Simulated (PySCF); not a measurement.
PySCF input (M06-2X/6-31G* (5d)):

```python
from pyscf import gto, dft

mol = gto.M(
    atom='''
    B     0.09430468   -0.35799188   -1.21042210
    H    -0.60782282    0.07899554   -2.06759902
    H     0.87309333   -1.22082555   -1.47607758
    P    -0.13240901    0.18225991    0.57830281
    H     1.24934115    0.19789069    0.92124490
    ''',
    basis='6-31g*',
    charge=0,
    spin=1,
    verbose=4,
)

mf = dft.UKS(mol, xc='m062x')
mf.grids.level = 4
mf.conv_tol = 1e-9
mf.max_cycle = 100
mf.max_memory = 1500
mf.kernel()
if not mf.converged:
    mf = mf.newton()
    mf.kernel(mf.make_rdm1())
mo, _, stable, _ = mf.stability(return_status=True)
if not stable:
    mf.kernel(mf.make_rdm1(mo, mf.mo_occ))
    stable = mf.stability(return_status=True)[2]
mf.dip_moment()
```

From the output:

```
  HOMO = -0.29561293008  LUMO = -0.103472491037  gap/eV = 5.22841
cycle= 7 E= -367.870606368717  delta_E= -8.73e-07  |g|= 0.000178  |ddm|= 0.00207
  alpha nocc = 12  HOMO = -0.295661101068073  LUMO = 0.00101760778284277
  beta  nocc = 11  HOMO = -0.319816035540759  LUMO = -0.1035153617422
  HOMO = -0.295661101068  LUMO = -0.103515361742  gap/eV = 5.22855
cycle= 8 E= -367.870606487722  delta_E= -1.19e-07  |g|= 8.57e-05  |ddm|= 0.000718
  alpha nocc = 12  HOMO = -0.295636929807671  LUMO = 0.00101461000369518
  beta  nocc = 11  HOMO = -0.319788060880196  LUMO = -0.103501950960717
  HOMO = -0.295636929808  LUMO = -0.103501950961  gap/eV = 5.22826
cycle= 9 E= -367.870606524782  delta_E= -3.71e-08  |g|= 3.69e-05  |ddm|= 0.000477
  alpha nocc = 12  HOMO = -0.295639507751048  LUMO = 0.00100860513087264
  beta  nocc = 11  HOMO = -0.31979118742011  LUMO = -0.103507151533027
  HOMO = -0.295639507751  LUMO = -0.103507151533  gap/eV = 5.22819
cycle= 10 E= -367.870606534547  delta_E= -9.76e-09  |g|= 1.82e-05  |ddm|= 0.00025
  alpha nocc = 12  HOMO = -0.295637918495982  LUMO = 0.00101153913000296
  beta  nocc = 11  HOMO = -0.319788951984178  LUMO = -0.103506364742982
  HOMO = -0.295637918496  LUMO = -0.103506364743  gap/eV = 5.22817
cycle= 11 E= -367.870606537627  delta_E= -3.08e-09  |g|= 7.31e-06  |ddm|= 0.000162
  alpha nocc = 12  HOMO = -0.295638384664823  LUMO = 0.00101136684051562
  beta  nocc = 11  HOMO = -0.319790188573755  LUMO = -0.103507434918142
  HOMO = -0.295638384665  LUMO = -0.103507434918  gap/eV = 5.22815
cycle= 12 E= -367.870606538092  delta_E= -4.65e-10  |g|= 2.58e-06  |ddm|= 6.86e-05
  alpha nocc = 12  HOMO = -0.295638226124914  LUMO = 0.00101221860503675
  beta  nocc = 11  HOMO = -0.319790032247186  LUMO = -0.103507442239191
  HOMO = -0.295638226125  LUMO = -0.103507442239  gap/eV = 5.22814
Extra cycle  E= -367.870606538113  delta_E= -2.03e-11  |g|= 1.59e-06  |ddm|= 7.34e-06
converged SCF energy = -367.870606538113  <S^2> = 0.75391377  2S+1 = 2.0039099
uhf_internal: lowest eigs of H = [0.12720854 0.26526674 0.28517823]
<class 'pyscf.dft.uks.UKS'> wavefunction is stable in the internal stability analysis
Dipole moment(X, Y, Z, Debye):  0.70072,  0.04071, -0.23953
```

The geometry given is a B3LYP-D3(BJ)/def2-TZVP minimum.
